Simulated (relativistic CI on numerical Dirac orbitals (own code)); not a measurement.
Slater and spin-orbit integrals, Fe¹⁶⁺

Calculated at this level of theory: Dirac-Coulomb-Breit CI, KLI orbitals optimised for each configuration, model QED, unscaled Slater integrals (own radial code, finite nucleus).

Slater integrals F^k, G^k are unscaled and averaged over j, outside the closed core 1s2; ζ comes from projecting the Hamiltonian with its Breit term on Σ l·s of the shell.

- 2s²2p⁵3s: ζ(2p) = 67758, G^1(2p,3s) = 39759 cm⁻¹; <r>(2p) = 0.2265, <r^2>(2p) = 0.06253, <r>(3s) = 0.6524, <r^2>(3s) = 0.4833 (bohr units).
- 2s²2p⁵3p: ζ(2p) = 67712, F^2(2p,3p) = 100560, G^0(2p,3p) = 40305, G^2(2p,3p) = 43753, ζ(3p) = 15175 cm⁻¹; <r>(2p) = 0.2267, <r^2>(2p) = 0.06268, <r>(3p) = 0.6404, <r^2>(3p) = 0.4718 (bohr units).
- 2s²2p⁵3d: ζ(2p) = 67850, F^2(2p,3d) = 126170, G^1(2p,3d) = 114050, G^3(2p,3d) = 65641, ζ(3d) = 1434.6 cm⁻¹; <r>(2p) = 0.2268, <r^2>(2p) = 0.0627, <r>(3d) = 0.5774, <r^2>(3d) = 0.385 (bohr units).

Averages of the first 10 configurations, taken without configuration mixing, which lowers the lowest level and can move excited configurations by several eV; other configurations of the list can lie among them:

```
Configuration  Parity  States  Average energy above the lowest level (eV)
       2s²2p⁶    even       1                                         0.0
     2s²2p⁵3s     odd      12                                       729.5
     2s²2p⁵3p    even      36                                       764.8
     2s²2p⁵3d     odd      60                                       809.7
      2s2p⁶3s    even       4                                       861.5
      2s2p⁶3p     odd      12                                       895.4
      2s2p⁶3d    even      20                                       940.1
     2s²2p⁵4s     odd      12                                       980.2
     2s²2p⁵4p    even      36                                       994.3
     2s²2p⁵4d     odd      60                                      1010.9
```
